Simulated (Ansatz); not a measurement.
Species: InF, charge 0, singlet. InF (SMILES [F][In]).
B3LYP-D3(BJ)/def2-TZVP minimum from Ansatz (a program for electronic structure):
```xyz
2

In     0.0000     0.0000    -0.3120
F      0.0000     0.0000     1.6989
```
Charge 0, spin multiplicity 1.

Total energies in def2-TZVPP, 10 correlated electrons, 10 frozen orbitals. UHF or UKS for unpaired electrons; spin-orbit terms are left out. Correlated methods leave the cores frozen (noble-gas shells, and filled d and f shells in the p block). Past Kr the def2 sets carry scalar-relativistic core potentials. Spin-orbit terms, left out, reach several kcal/mol for Br and I, and more for heavier atoms.

```json
[
 {"method": "HF", "program": "Ansatz", "energy (Eh)": "-288.75566", "minus CCSDT(Q) (mEh)": "321.02"},
 {"method": "MP2", "program": "Ansatz", "energy (Eh)": "-289.06205", "minus CCSDT(Q) (mEh)": "14.63"},
 {"method": "CCSD", "program": "Ansatz", "energy (Eh)": "-289.06668", "minus CCSDT(Q) (mEh)": "10.00"},
 {"method": "CCSD(T)", "program": "Ansatz", "energy (Eh)": "-289.07602", "minus CCSDT(Q) (mEh)": "0.66"},
 {"method": "CCSDT(Q)", "program": "Ansatz", "energy (Eh)": "-289.07668", "minus CCSDT(Q) (mEh)": "0.00"}
]
```

Rough core times of Ansatz's runs on a shared machine: CCSD(T) under 20 s, CCSDT(Q) 30 s.
